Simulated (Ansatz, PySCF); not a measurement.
System: SiBr2 (charge -1, doublet). 
Structure (B3LYP-D3(BJ)/def2-TZVP (Ansatz, a first-principles code) minimum search):
```xyz
3

Si    -0.0019    -0.0105     1.3016
Br     1.0556    -1.5426    -0.2713
Br    -1.0549     1.5468    -0.2493
```
Charge -1, spin multiplicity 2.

Total electronic energies in hartree. Cores are frozen in the correlated levels unless marked. Open shells are spin-unrestricted. No spin-orbit coupling. The frozen core is the preceding noble-gas configuration, with the filled d and f shells of earlier blocks. Non-relativistic. CBS(X,Y): correlation extrapolated as X^-3; Hartree-Fock from the larger set. The bracket is a focal-point correction in the basis named.

| level | program | energy (Eh) |
|---|---|---|
| HF/STO-3G | Ansatz | -5374.88104 |
| HF/def2-TZVPP | Ansatz | -5433.88276 |
| revPBE-D3(BJ)/def2-TZVPD | Ansatz + dftd3 | -5437.43985 |
| revPBE-D4/def2-TZVPD | Ansatz + dftd4 | -5437.44121 |
| B3LYP-D4/def2-TZVPD | Ansatz + dftd4 | -5438.01617 |
| PBE0/def2-SVP | Ansatz | -5436.48222 |
| MN15-D3(BJ)/def2-TZVPD | PySCF + dftd3 | -5438.47925 |
| B2PLYP-D3(BJ)/def2-TZVPD | Ansatz + dftd3 | -5436.97896 |
| B2PLYP-D4/def2-TZVPD | Ansatz + dftd4 | -5436.97751 |
| RI-MP2/def2-TZVPPD | Ansatz | -5434.30538 |
| SCS-MP2/def2-TZVPP | Ansatz | -5434.29274 |
| CCSD/def2-TZVPPD | Ansatz | -5434.34447 |
| CCSD(T)/6-31G* | Ansatz | -5433.57503 |
| CCSD(T)/def2-TZVPPD | Ansatz | -5434.36605 |
| RI-MP2/CBS(def2-TZVPPD,def2-QZVPPD)+[CCSD(T)-MP2]/def2-TZVPPD | Ansatz | -5434.5482 |

Totals of different functionals don't rank their quality; only differences between species are comparable.
